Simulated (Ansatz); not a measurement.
Reaction (redistribution): `N/C=[CH]\[InH2]` + `CS[SiH2]S` → `C[S][InH2]` + `N/C=C/[SiH2]S`

Computed with Ansatz on PBE0-D4/def2-TZVP structures; ΔE is electronic, products minus reactants. CCSD(T)/CBS adds triple-zeta CCSD(T) − MP2 to the extrapolated MP2 energy (def2 sets, frozen cores). Double bonds are as drawn, so ΔE can hold a change between cis and trans. Functionals use def2-TZVPP. def2 core potentials past Kr. For In outer-core shells are correlated without core-valence functions, which leaves a few kJ/mol of doubt a bond. One conformer a species, not always the lowest.

CCSD(T)/CBS gives -11.4 kcal/mol.

Problem. Another level gave -11.8 kcal/mol. Which?
A. revPBE-D4/def2-TZVPP
B. BLYP/def2-TZVPP
C. LC-ωPBE/def2-TZVPP
D. HF/def2-TZVPP

Solution. C. LC-ωPBE -11.8, revPBE-D4 -10.8, BLYP -13.2, HF/def2-TZVPP -14.9 kcal/mol.

Largest T1 diagnostic among the species: 0.014.

The D4 term adds +1.2 kcal/mol with B3LYP and +0.6 kcal/mol with PBE0; it sums over pairs of atoms, weighted by their polarisabilities, and B3LYP, whose exchange is more repulsive, gets the larger term. In def2-TZVPP, CCSD(T) changes the Hartree–Fock value by +3.9 kcal/mol (the triples alone add +0.5 kcal/mol) and MP2 by +4.6 kcal/mol. At CCSD(T), def2-SVP lies −1.2 kcal/mol from the extrapolated value and def2-TZVPP +0.4 kcal/mol.

CCSD(T)/CBS has its own doubt, a few kJ/mol and more with outer-core shells, so smaller differences from it don't rank the levels.

B3LYP here is the variant with VWN-RPA as its local correlation; programs differ in this.
